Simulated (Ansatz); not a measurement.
Harmonic vibrations of CH5NOSi (`OC1N[SiH2]1`) by finite differences.

```yaml
crystal:
  periodic: [false, false, false]
  atoms:
    - {symbol: O, position_ang: [-1.037053, 0.513070, -1.193253]}
    - {symbol: C, position_ang: [-0.377726, 0.584351, 0.036672]}
    - {symbol: N, position_ang: [1.058454, 0.271180, 0.059625]}
    - {symbol: Si, position_ang: [0.171338, -1.025156, 0.755542]}
    - {symbol: H, position_ang: [-0.941754, 1.360317, -1.639350]}
    - {symbol: H, position_ang: [-0.638305, 1.474848, 0.610098]}
    - {symbol: H, position_ang: [1.578532, 0.325025, -0.803558]}
    - {symbol: H, position_ang: [-0.150648, -2.238619, -0.028042]}
    - {symbol: H, position_ang: [0.425762, -1.311415, 2.185165]}
basis:
  gaussian: {orbitals: def2-TZVP}
hamiltonian: {xc: pbe0, dispersion: d4}
phonons: {temperatures: {t_min: 298.15, t_max: 900, t_step: 200}}
```

```sh
$ ansatz run in.yaml --threads 2 --pin off --events-out ev --progress --plain --max-ram 4352MiB
```

Shortened log:

```
Functional definition: PBE0
  name "PBE0"
  cite "Adamo & Barone, J. Chem. Phys. 110, 6158 (1999) doi:10.1063/1.478522"
  cite "Perdew, Burke & Ernzerhof, Phys. Rev. Lett. 77, 3865 (1996) doi:10.1103/PhysRevLett.77.3865"
  parent pbe
  parameter a = 0.25
  parameter kappa = 0.804
  parameter beta = 0.06672455060314922
  exchange = (1 - a)*pbe_x(kappa = kappa, mu = beta*pi^2/3) + a*exact_x
  correlation = pbe_c(beta = beta)
mean field -12525.41761626 eV, -460.3006073645 hartree, gradient 1.5e-5 eV, S^2 0.000000; 0 other end points of the search recorded, 0 dependent functions left out
the calculation of the forces begins
these checks for a lower state are left out or cut short: stability, starts, cluster_reference, orbital_swaps, neighbouring_geometries, increment
mean field -12525.41756504 eV, -460.3006054823 hartree, gradient 9.5e-7 eV, S^2 0.000000; 0 other end points of the search recorded, 0 dependent functions left out
the calculation of the forces begins
these checks for a lower state are left out or cut short: stability, starts, cluster_reference, orbital_swaps, neighbouring_geometries, increment
mean field -12525.41758810 eV, -460.3006063298 hartree, gradient 9.5e-7 eV, S^2 0.000000; 0 other end points of the search recorded, 0 dependent functions left out
the calculation of the forces begins
these checks for a lower state are left out or cut short: stability, starts, cluster_reference, orbital_swaps, neighbouring_geometries, increment
mean field -12525.41747284 eV, -460.3006020938 hartree, gradient 9.5e-7 eV, S^2 0.000000; 0 other end points of the search recorded, 0 dependent functions left out
the calculation of the forces begins
these checks for a lower state are left out or cut short: stability, starts, cluster_reference, orbital_swaps, neighbouring_geometries, increment
mean field -12525.41746121 eV, -460.3006016665 hartree, gradient 9.5e-7 eV, S^2 0.000000; 0 other end points of the search recorded, 0 dependent functions left out
the calculation of the forces begins
these checks for a lower state are left out or cut short: stability, starts, cluster_reference, orbital_swaps, neighbouring_geometries, increment
mean field -12525.41749146 eV, -460.3006027782 hartree, gradient 9.5e-7 eV, S^2 0.000000; 0 other end points of the search recorded, 0 dependent functions left out
the calculation of the forces begins
these checks for a lower state are left out or cut short: stability, starts, cluster_reference, orbital_swaps, neighbouring_geometries, increment
mean field -12525.41750848 eV, -460.3006034036 hartree, gradient 9.5e-7 eV, S^2 0.000000; 0 other end points of the search recorded, 0 dependent functions left out
the calculation of the forces begins
these checks for a lower state are left out or cut short: stability, starts, cluster_reference, orbital_swaps, neighbouring_geometries, increment
mean field -12525.41751682 eV, -460.3006037103 hartree, gradient 9.5e-7 eV, S^2 0.000000; 0 other end points of the search recorded, 0 dependent functions left out
the calculation of the forces begins
these checks for a lower state are left out or cut short: stability, starts, cluster_reference, orbital_swaps, neighbouring_geometries, increment
mean field -12525.41751288 eV, -460.3006035654 hartree, gradient 9.5e-7 eV, S^2 0.000000; 0 other end points of the search recorded, 0 dependent functions left out
[...]
the calculation of the forces begins
these checks for a lower state are left out or cut short: stability, starts, cluster_reference, orbital_swaps, neighbouring_geometries, increment
mean field -12525.41760855 eV, -460.3006070811 hartree, gradient 9.5e-7 eV, S^2 0.000000; 0 other end points of the search recorded, 0 dependent functions left out
the calculation of the forces begins
these checks for a lower state are left out or cut short: stability, starts, cluster_reference, orbital_swaps, neighbouring_geometries, increment
mean field -12525.41761113 eV, -460.3006071762 hartree, gradient 9.5e-7 eV, S^2 0.000000; 0 other end points of the search recorded, 0 dependent functions left out
the calculation of the forces begins
these checks for a lower state are left out or cut short: stability, starts, cluster_reference, orbital_swaps, neighbouring_geometries, increment
mean field -12525.41757013 eV, -460.3006056693 hartree, gradient 9.5e-7 eV, S^2 0.000000; 0 other end points of the search recorded, 0 dependent functions left out
the calculation of the forces begins
these checks for a lower state are left out or cut short: stability, starts, cluster_reference, orbital_swaps, neighbouring_geometries, increment
mean field -12525.41758209 eV, -460.3006061090 hartree, gradient 9.5e-7 eV, S^2 0.000000; 0 other end points of the search recorded, 0 dependent functions left out
the calculation of the forces begins
these checks for a lower state are left out or cut short: stability, starts, cluster_reference, orbital_swaps, neighbouring_geometries, increment
mean field -12525.41759794 eV, -460.3006066913 hartree, gradient 9.5e-7 eV, S^2 0.000000; 0 other end points of the search recorded, 0 dependent functions left out
the calculation of the forces begins
these checks for a lower state are left out or cut short: stability, starts, cluster_reference, orbital_swaps, neighbouring_geometries, increment
mean field -12525.41759181 eV, -460.3006064660 hartree, gradient 9.5e-7 eV, S^2 0.000000; 0 other end points of the search recorded, 0 dependent functions left out
the calculation of the forces begins
these checks for a lower state are left out or cut short: stability, starts, cluster_reference, orbital_swaps, neighbouring_geometries, increment
mean field -12525.41760934 eV, -460.3006071101 hartree, gradient 9.5e-7 eV, S^2 0.000000; 0 other end points of the search recorded, 0 dependent functions left out
the calculation of the forces begins
these checks for a lower state are left out or cut short: stability, starts, cluster_reference, orbital_swaps, neighbouring_geometries, increment
mean field -12525.41761102 eV, -460.3006071722 hartree, gradient 9.5e-7 eV, S^2 0.000000; 0 other end points of the search recorded, 0 dependent functions left out
the calculation of the forces begins
these checks for a lower state are left out or cut short: stability, starts, cluster_reference, orbital_swaps, neighbouring_geometries, increment
mean field -12525.41760285 eV, -460.3006068719 hartree, gradient 9.5e-7 eV, S^2 0.000000; 0 other end points of the search recorded, 0 dependent functions left out
the calculation of the forces begins
these checks for a lower state are left out or cut short: stability, starts, cluster_reference, orbital_swaps, neighbouring_geometries, increment
mean field -12525.41761273 eV, -460.3006072348 hartree, gradient 9.5e-7 eV, S^2 0.000000; 0 other end points of the search recorded, 0 dependent functions left out
the calculation of the forces begins
these checks for a lower state are left out or cut short: stability, starts, cluster_reference, orbital_swaps, neighbouring_geometries, increment
mean field -12525.41756889 eV, -460.3006056237 hartree, gradient 9.5e-7 eV, S^2 0.000000; 0 other end points of the search recorded, 0 dependent functions left out
the calculation of the forces begins
these checks for a lower state are left out or cut short: stability, starts, cluster_reference, orbital_swaps, neighbouring_geometries, increment
mean field -12525.41755654 eV, -460.3006051700 hartree, gradient 9.5e-7 eV, S^2 0.000000; 0 other end points of the search recorded, 0 dependent functions left out
the calculation of the forces begins
Total energy: -12525.55107758 eV, -460.3055119776 hartree
Atom 0 at    -1.037053     0.513070    -1.193253 Å, force    -0.000282    -0.001267     0.001308 eV/Å
Atom 1 at    -0.377726     0.584351     0.036672 Å, force     0.001682    -0.000269    -0.004469 eV/Å
Atom 2 at     1.058454     0.271180     0.059625 Å, force    -0.001440     0.001275     0.001055 eV/Å
Atom 3 at     0.171338    -1.025156     0.755542 Å, force     0.003954    -0.000776    -0.002904 eV/Å
Atom 4 at    -0.941754     1.360317    -1.639350 Å, force     0.000539     0.000259     0.000356 eV/Å
Atom 5 at    -0.638305     1.474848     0.610098 Å, force    -0.000719     0.003127     0.001702 eV/Å
Atom 6 at     1.578532     0.325025    -0.803558 Å, force    -0.002341    -0.001549     0.001535 eV/Å
Atom 7 at    -0.150648    -2.238619    -0.028042 Å, force    -0.000763    -0.000409     0.000092 eV/Å
Atom 8 at     0.425762    -1.311415     2.185165 Å, force    -0.000630    -0.000392     0.001324 eV/Å
Dipole moment:     0.086925     0.138778    -0.106259 e Å
Vibrations: 246.83 309.89 354.73 431.75 562.03 631.04 675.29 745.45 779.21 942.04 992.49 1072.75 1129.69 1159.90 1272.06 1395.17 2247.53 2261.80 3090.82 3612.03 3825.09 cm⁻¹, zero-point energy 1.719511 eV
```

Run time 2.3 min (2 threads of an Arm Neoverse V1 on a shared host); peak host memory 0.4 GiB.
